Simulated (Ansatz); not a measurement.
`B[O][GaH2]` + `O[SiH2]F` → `BO[SiH2]F` + `[OH][GaH2]` at 500 K and 1 bar (ligand exchange at a B–O bond).

Calculated with Ansatz (gas phase, PBE0-D4/def2-TZVP geometries, no zero-point term in ΔE). CBS: MP2 limit from def2 TZ/QZ plus the TZ coupled-cluster correction, frozen cores. For Ga outer-core shells are correlated without core-valence functions, which leaves a few kJ/mol of doubt a bond. Scalar relativity is left out up to krypton. Each species was taken in one conformer, which may not be the lowest.

```tsv
species	CCSD(T)/CBS energy (Eh)	H − E (kJ/mol)	S (J/(mol·K))
`B[O][GaH2]`	-2026.35181	135.2	360.8
`O[SiH2]F`	-465.96250	118.8	315.1
`BO[SiH2]F`	-491.38453	158.6	364.5
`[OH][GaH2]`	-2000.92981	96.0	296.8
```

H − E and S are ideal-gas, rigid-rotor, harmonic terms from PBE0-D4/def2-TZVP, for one conformer and one mirror image of each species. 1 Eh = 2625.50 kJ/mol, R = 8.31446 J/(mol·K).

Task: By hand: ΔE, ΔH, ΔS and ΔG.

Result: ΔE = (-491.38453) + (-2000.92981) − (-2026.35181) − (-465.96250) = -0.00003 Eh = -0.1 kJ/mol. Δ(H − E) = 158.6 + 96.0 − 135.2 − 118.8 = 0.6, so ΔH = 0.5 kJ/mol. ΔS = 364.5 + 296.8 − 360.8 − 315.1 = -14.6 J/(mol·K). ΔG = 0.5 − 500 × (-14.6)/1000 = 7.8 kJ/mol.

Task: By hand: the equilibrium constant, and the temperature at which ΔG would vanish if ΔH and ΔS stayed fixed.

Result: log₁₀ K = −ΔG/(RT ln 10) = -0.8. ΔH and −TΔS have one sign here, so there is no such temperature. One of them is within its doubt of zero, so this could turn.

TΔS isn't small against ΔH here. A doubt of 5 kJ/mol in ΔE shifts log₁₀ K by 0.5 here. Other conformers and mirror images would add mixing entropy, several J/(mol·K) or more a flexible species. Modes under 60 cm⁻¹, often nearly free rotors, make the harmonic entropy too high. These are equilibria of isolated gas molecules and say nothing of rates. Largest T1 diagnostic: 0.016 (customary marks: 0.02 for closed shells, 0.045 for open ones).
